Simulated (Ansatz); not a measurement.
Relaxation of CH5ClSn (8 atoms, charge 0, multiplicity 1), to a largest force component of 0.02 eV/Å in at most 40 steps.

These are results of RKS LDA/def2-SVP in Ansatz 0.2.0, not measurements.

```xyz
8
Properties=species:S:1:pos:R:3:forces:R:3
Sn 0.000 0.000 0.000 0.03 -0.06 -0.03
H 0.000 0.000 1.740 0.21 0.03 -0.24
Cl 2.273 0.000 -0.802 -0.79 0.00 0.28
H -0.820 1.420 -0.579 0.28 -0.11 0.00
C -1.013 -1.754 -0.716 0.17 0.05 -0.06
H -1.512 -2.266 0.133 0.07 0.05 0.00
H -1.773 -1.462 -1.470 0.08 0.01 0.02
H -0.277 -2.443 -1.181 -0.04 0.02 0.02
```

Task: Where does it end, and by what steps?

Result: The forces met the threshold. After 3 steps the energy has fallen by 0.070 eV; Cl3 moved furthest, 0.15 Å.

```csv
step,energy less start (eV),largest force component (eV/Å),accepted
0,0.0000,0.785,yes
1,-0.0319,0.507,yes
2,-0.0685,0.052,yes
3,-0.0697,0.018,yes
```

```xyz
8
Properties=species:S:1:pos:R:3
Sn -0.070 0.003 0.027
H 0.073 0.024 1.739
Cl 2.135 -0.051 -0.794
H -0.757 1.456 -0.581
C -1.011 -1.755 -0.718
H -1.515 -2.294 0.109
H -1.751 -1.486 -1.498
H -0.226 -2.403 -1.160
```

Whether the end is a true minimum wasn't checked by a vibrational analysis.

The run took 4.1 s on 1 thread of Intel(R) Xeon(R) 6975P-C (Granite Rapids), on a shared host, peak memory 0.14 GiB.
